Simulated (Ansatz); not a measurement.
Relaxation of the cluster Al₇H with RKS B3LYP-D4/def2-SVP.

```sh
$ ansatz run in.yaml --threads 4 --pin off --events-out ev --progress --plain --max-ram 4787MiB
```

```yaml
crystal:
  periodic: [false, false, false]
  atoms:
    - {symbol: Al, position_ang: [1.662690, 1.511980, -0.319040]}
    - {symbol: Al, position_ang: [-1.713910, 1.036310, 0.275790]}
    - {symbol: Al, position_ang: [0.462780, 0.008250, 1.366480]}
    - {symbol: Al, position_ang: [-0.790580, -1.086340, -1.139550]}
    - {symbol: Al, position_ang: [-0.503890, 2.665330, -1.249630]}
    - {symbol: Al, position_ang: [0.254000, -2.730520, 0.932490]}
    - {symbol: Al, position_ang: [0.365680, 0.581240, -2.625380]}
    - {symbol: H, position_ang: [0.263240, -1.986250, 2.758830]}
basis:
  gaussian: {orbitals: def2-SVP}
hamiltonian: {xc: {name: B3LYP}, dispersion: d4}
scf: {lower_state_search: "off"}
output: {orbitals: {seedname: orbitals}}
relax: {f_tol: 0.02, max_steps: 100}
```

It took 57 s on 4 threads of AMD EPYC 7B13 on a shared host.

Positions (Å) and forces (eV/Å) at steps 1, 2, 3, 4, 5, 6, 7, 8, 9, 10, 11, 12, 13, 15, 16, 17, 18, 19, 20, 21, 22, 23, 24, 25, 27 of 27:

```xyz
8
step=1 energy=-46181.1437 eV
Al    1.663    1.512   -0.319    0.256    0.108   -0.075
Al   -1.714    1.036    0.276   -0.047   -0.718    0.302
Al    0.463    0.008    1.366   -0.463   -0.218    0.284
Al   -0.791   -1.086   -1.140   -0.560   -0.302    0.642
Al   -0.504    2.665   -1.250    0.356    0.172   -0.127
Al    0.254   -2.731    0.932    0.127    0.685    0.840
Al    0.366    0.581   -2.625    0.331    0.327   -0.525
H     0.263   -1.986    2.759   -0.001   -0.055   -1.340
8
step=2 energy=-46181.5064 eV
Al    1.694    1.501   -0.306    0.122   -0.112    0.127
Al   -1.725    0.963    0.306   -0.116   -0.250    0.090
Al    0.415    0.004    1.413   -0.096    0.107    0.116
Al   -0.849   -1.103   -1.085   -0.202   -0.128    0.186
Al   -0.464    2.650   -1.238    0.159    0.001    0.036
Al    0.278   -2.649    1.000    0.103    0.207   -0.134
Al    0.388    0.582   -2.658    0.043   -0.023   -0.129
H     0.262   -1.948    2.568   -0.014    0.196   -0.293
8
step=3 energy=-46181.6790 eV
Al    1.764    1.434   -0.248    0.014   -0.288    0.214
Al   -1.798    0.902    0.334   -0.060   -0.116    0.086
Al    0.369    0.067    1.471   -0.047   -0.070    0.116
Al   -0.941   -1.137   -1.070   -0.024    0.044    0.031
Al   -0.404    2.577   -1.170    0.078   -0.080   -0.165
Al    0.341   -2.549    0.895    0.116    0.234   -0.192
Al    0.398    0.517   -2.640   -0.089    0.078   -0.053
H     0.270   -1.811    2.428    0.012    0.199   -0.037
8
step=4 energy=-46181.8928 eV
Al    1.773    1.261   -0.161    0.048   -0.293    0.337
Al   -1.851    0.859    0.385   -0.056   -0.080    0.053
Al    0.297    0.095    1.602    0.034   -0.101    0.162
Al   -0.983   -1.112   -1.075   -0.070    0.039   -0.093
Al   -0.349    2.488   -1.158    0.101   -0.145   -0.313
Al    0.430   -2.419    0.783    0.192    0.190   -0.321
Al    0.388    0.496   -2.697   -0.220    0.172   -0.056
H     0.295   -1.668    2.320   -0.030    0.218    0.232
8
step=5 energy=-46182.1243 eV
Al    1.783    1.104   -0.051    0.076   -0.242    0.207
Al   -1.883    0.814    0.422   -0.034    0.002   -0.035
Al    0.243    0.126    1.740    0.008   -0.007    0.114
Al   -1.031   -1.092   -1.114   -0.070   -0.028   -0.040
Al   -0.290    2.402   -1.175    0.055   -0.134   -0.229
Al    0.523   -2.280    0.684    0.194    0.297   -0.333
Al    0.340    0.493   -2.782   -0.173    0.133    0.001
H     0.314   -1.568    2.275   -0.056   -0.022    0.316
8
step=6 energy=-46182.2595 eV
Al    1.803    0.990    0.034   -0.195   -0.192   -0.216
Al   -1.892    0.800    0.418    0.025    0.057   -0.050
Al    0.208    0.141    1.839   -0.067    0.011    0.052
Al   -1.089   -1.103   -1.145    0.020    0.010    0.013
Al   -0.242    2.356   -1.204    0.078   -0.104    0.027
Al    0.623   -2.138    0.590    0.129    0.386   -0.138
Al    0.279    0.496   -2.826    0.032   -0.014    0.220
H     0.309   -1.542    2.294   -0.022   -0.154    0.091
8
step=7 energy=-46182.3763 eV
Al    1.745    0.842   -0.001   -0.233   -0.205   -0.207
Al   -1.899    0.813    0.410    0.050    0.023   -0.047
Al    0.168    0.152    1.903   -0.093   -0.067   -0.062
Al   -1.121   -1.102   -1.147   -0.049   -0.079    0.137
Al   -0.222    2.342   -1.205    0.089   -0.029    0.158
Al    0.730   -1.992    0.515    0.019    0.543    0.009
Al    0.296    0.487   -2.778    0.150   -0.050    0.078
H     0.304   -1.543    2.303    0.066   -0.135   -0.064
8
step=8 energy=-46182.5303 eV
Al    1.673    0.708   -0.052   -0.179   -0.027   -0.265
Al   -1.903    0.822    0.391    0.071    0.000   -0.049
Al    0.118    0.155    1.942   -0.104    0.001   -0.053
Al   -1.166   -1.119   -1.132   -0.025   -0.092    0.078
Al   -0.193    2.335   -1.179    0.062    0.053    0.147
Al    0.802   -1.818    0.463   -0.097    0.179    0.031
Al    0.338    0.474   -2.725    0.155   -0.073    0.216
H     0.332   -1.556    2.292    0.115   -0.042   -0.106
8
step=9 energy=-46182.5723 eV
Al    1.576    0.589   -0.144    0.195    0.626   -0.103
Al   -1.888    0.814    0.317    0.131   -0.017    0.001
Al    0.061    0.175    1.945   -0.044   -0.065    0.023
Al   -1.246   -1.203   -1.140   -0.019    0.000   -0.012
Al   -0.149    2.398   -1.120   -0.014    0.021    0.004
Al    0.804   -1.695    0.409   -0.256   -0.533    0.326
Al    0.405    0.455   -2.544   -0.029   -0.025   -0.099
H     0.436   -1.533    2.277    0.035   -0.006   -0.140
8
step=10 energy=-46182.5526 eV rejected
Al    1.497    0.680   -0.101    0.258    0.032   -0.136
Al   -1.706    0.794    0.254   -0.316    0.042    0.082
Al    0.084    0.142    2.039   -0.135    0.045   -0.098
Al   -1.260   -1.292   -1.189   -0.130    0.162    0.115
Al   -0.125    2.506   -1.198   -0.045   -0.126    0.010
Al    0.734   -1.723    0.461    0.201   -0.118   -0.006
Al    0.326    0.471   -2.557    0.166   -0.027    0.126
H     0.450   -1.578    2.293    0.000   -0.010   -0.092
8
step=11 energy=-46182.6204 eV
Al    1.602    0.673   -0.110   -0.079    0.010   -0.029
Al   -1.866    0.823    0.317    0.055    0.042    0.013
Al    0.057    0.160    1.954   -0.001    0.037   -0.079
Al   -1.264   -1.210   -1.128    0.079    0.022    0.008
Al   -0.147    2.408   -1.149   -0.030    0.018   -0.057
Al    0.786   -1.738    0.438   -0.017   -0.012    0.010
Al    0.393    0.435   -2.555   -0.009    0.002    0.080
H     0.439   -1.551    2.232    0.001   -0.118    0.055
8
step=12 energy=-46182.5997 eV rejected
Al    1.519    0.684   -0.142    0.180    0.067    0.159
Al   -1.818    0.883    0.321   -0.089   -0.094   -0.018
Al    0.061    0.118    1.955   -0.077    0.076   -0.019
Al   -1.191   -1.189   -1.066   -0.173    0.000   -0.070
Al   -0.176    2.462   -1.221    0.104   -0.057    0.025
Al    0.849   -1.775    0.480   -0.020    0.001   -0.067
Al    0.380    0.446   -2.569   -0.059   -0.046    0.023
H     0.376   -1.628    2.242    0.133    0.053   -0.033
8
step=13 energy=-46182.6296 eV
Al    1.569    0.693   -0.104   -0.012    0.023    0.029
Al   -1.848    0.859    0.310   -0.015    0.003   -0.026
Al    0.033    0.134    1.947    0.031   -0.013   -0.018
Al   -1.249   -1.204   -1.100   -0.030    0.010    0.004
Al   -0.144    2.434   -1.191    0.008    0.031    0.007
Al    0.810   -1.749    0.442    0.032    0.011    0.007
Al    0.380    0.423   -2.535   -0.007   -0.048    0.006
H     0.448   -1.591    2.233   -0.008   -0.018   -0.008
8
step=15 energy=-46182.6411 eV
Al    1.537    0.753   -0.064    0.023    0.009    0.053
Al   -1.827    0.912    0.286   -0.022   -0.010   -0.018
Al   -0.005    0.088    1.935   -0.015   -0.060    0.017
Al   -1.267   -1.213   -1.046   -0.059    0.009    0.022
Al   -0.113    2.475   -1.249    0.038    0.011    0.010
Al    0.866   -1.743    0.423    0.060    0.046   -0.052
Al    0.352    0.372   -2.486   -0.017   -0.055   -0.020
H     0.457   -1.643    2.202   -0.008    0.051   -0.013
8
step=16 energy=-46182.6615 eV
Al    1.501    0.837   -0.009    0.021   -0.033    0.081
Al   -1.796    0.977    0.260   -0.011   -0.026   -0.017
Al   -0.056    0.024    1.923   -0.037   -0.123   -0.012
Al   -1.288   -1.227   -0.962   -0.117    0.034    0.016
Al   -0.069    2.523   -1.328    0.055   -0.036    0.020
Al    0.944   -1.725    0.389    0.091    0.117   -0.078
Al    0.311    0.300   -2.423   -0.012   -0.061    0.002
H     0.453   -1.710    2.152    0.010    0.127   -0.014
8
step=17 energy=-46182.6869 eV
Al    1.437    0.963    0.076   -0.002   -0.131    0.106
Al   -1.744    1.081    0.220    0.043   -0.131    0.002
Al   -0.141   -0.078    1.901   -0.001   -0.214   -0.133
Al   -1.319   -1.245   -0.831   -0.233    0.116    0.031
Al   -0.002    2.594   -1.453    0.058   -0.152    0.055
Al    1.063   -1.694    0.333    0.060    0.313   -0.052
Al    0.252    0.190   -2.321    0.054   -0.054    0.056
H     0.455   -1.811    2.076    0.022    0.253   -0.065
8
step=18 energy=-46182.7422 eV
Al    1.380    1.079    0.176   -0.071   -0.197    0.133
Al   -1.698    1.185    0.197    0.133   -0.271    0.056
Al   -0.228   -0.186    1.878    0.171   -0.245   -0.285
Al   -1.387   -1.244   -0.711   -0.315    0.168    0.035
Al    0.049    2.626   -1.563    0.030   -0.172    0.040
Al    1.171   -1.621    0.231   -0.133    0.503    0.070
Al    0.243    0.043   -2.193    0.170   -0.094    0.120
H     0.470   -1.882    1.985    0.015    0.308   -0.168
8
step=19 energy=-46182.8815 eV
Al    1.339    1.155    0.270   -0.123   -0.171    0.123
Al   -1.648    1.226    0.216    0.099   -0.211    0.031
Al   -0.264   -0.257    1.869    0.289   -0.198   -0.269
Al   -1.491   -1.223   -0.662   -0.238    0.168   -0.002
Al    0.060    2.588   -1.633   -0.005   -0.004   -0.021
Al    1.188   -1.513    0.121   -0.136    0.354    0.237
Al    0.317   -0.088   -2.070    0.123   -0.149    0.087
H     0.498   -1.889    1.891   -0.011    0.211   -0.187
8
step=20 energy=-46182.9306 eV
Al    1.253    1.221    0.354    0.024   -0.008    0.021
Al   -1.577    1.248    0.252   -0.035   -0.099    0.082
Al   -0.241   -0.329    1.860   -0.001   -0.034   -0.082
Al   -1.620   -1.164   -0.652    0.034    0.077    0.005
Al    0.055    2.566   -1.724    0.018    0.127   -0.060
Al    1.212   -1.403    0.078    0.100   -0.255    0.595
Al    0.406   -0.222   -1.961   -0.182    0.104   -0.390
H     0.513   -1.916    1.794    0.042    0.088   -0.170
8
step=21 energy=-46182.9136 eV rejected
Al    1.275    1.249    0.398   -0.190    0.031   -0.271
Al   -1.608    1.193    0.223    0.108    0.334    0.019
Al   -0.260   -0.320    1.833   -0.168    0.076    0.236
Al   -1.608   -1.220   -0.543   -0.018   -0.081   -0.127
Al    0.161    2.654   -1.749   -0.094   -0.324    0.232
Al    1.283   -1.363    0.155    0.169   -0.168   -0.218
Al    0.284   -0.272   -1.979    0.160    0.153    0.029
H     0.472   -1.921    1.662    0.034   -0.020    0.101
8
step=22 energy=-46182.9700 eV
Al    1.248    1.210    0.345    0.059    0.014   -0.023
Al   -1.590    1.246    0.273   -0.039   -0.019    0.050
Al   -0.255   -0.326    1.856   -0.037    0.017   -0.050
Al   -1.608   -1.146   -0.652   -0.006   -0.034   -0.002
Al    0.061    2.574   -1.726    0.022    0.125   -0.019
Al    1.240   -1.425    0.136   -0.011   -0.004    0.088
Al    0.388   -0.226   -1.996   -0.018   -0.076   -0.008
H     0.517   -1.908    1.765    0.031   -0.023   -0.035
8
step=23 energy=-46182.9623 eV rejected
Al    1.261    1.208    0.312   -0.114    0.030   -0.018
Al   -1.609    1.230    0.256    0.123    0.095   -0.033
Al   -0.271   -0.328    1.835   -0.023    0.091    0.056
Al   -1.626   -1.182   -0.626    0.046   -0.003   -0.043
Al    0.098    2.667   -1.722   -0.035   -0.291    0.159
Al    1.266   -1.426    0.160   -0.023   -0.024    0.007
Al    0.359   -0.258   -1.971   -0.007    0.093   -0.059
H     0.521   -1.912    1.755    0.033    0.008   -0.069
8
step=24 energy=-46182.9729 eV
Al    1.251    1.209    0.324    0.011    0.028   -0.018
Al   -1.619    1.258    0.299    0.064   -0.016   -0.078
Al   -0.268   -0.319    1.848    0.006    0.007    0.002
Al   -1.603   -1.140   -0.649   -0.033   -0.023   -0.013
Al    0.066    2.595   -1.712   -0.010   -0.017    0.027
Al    1.249   -1.423    0.158   -0.002    0.004    0.023
Al    0.402   -0.272   -2.009   -0.046    0.053    0.044
H     0.521   -1.908    1.740    0.010   -0.037    0.013
8
step=25 energy=-46182.9754 eV
Al    1.266    1.213    0.319   -0.031   -0.064    0.022
Al   -1.602    1.240    0.263    0.001    0.005   -0.003
Al   -0.267   -0.312    1.846   -0.009    0.014    0.019
Al   -1.621   -1.171   -0.651    0.035    0.040    0.023
Al    0.079    2.615   -1.700   -0.028    0.022   -0.024
Al    1.249   -1.424    0.164   -0.004    0.008   -0.043
Al    0.369   -0.250   -1.991    0.033   -0.027    0.014
H     0.527   -1.910    1.750    0.003    0.002   -0.008
8
step=27 energy=-46182.9768 eV
Al    1.256    1.207    0.323    0.004   -0.004    0.008
Al   -1.599    1.249    0.263    0.004   -0.004    0.003
Al   -0.270   -0.317    1.849   -0.002    0.013    0.000
Al   -1.614   -1.160   -0.644    0.002   -0.001   -0.003
Al    0.070    2.612   -1.708   -0.008    0.010    0.000
Al    1.247   -1.424    0.159   -0.004   -0.007    0.011
Al    0.381   -0.255   -1.987   -0.001   -0.006   -0.015
H     0.529   -1.913    1.744    0.003   -0.001   -0.005
```

The restricted singlet is unstable towards broken spin symmetry in Hartree–Fock (as tested in another run); at B3LYP-D4/def2-SVP this wasn't settled. The structure comes from a short search, and lower isomers may exist.
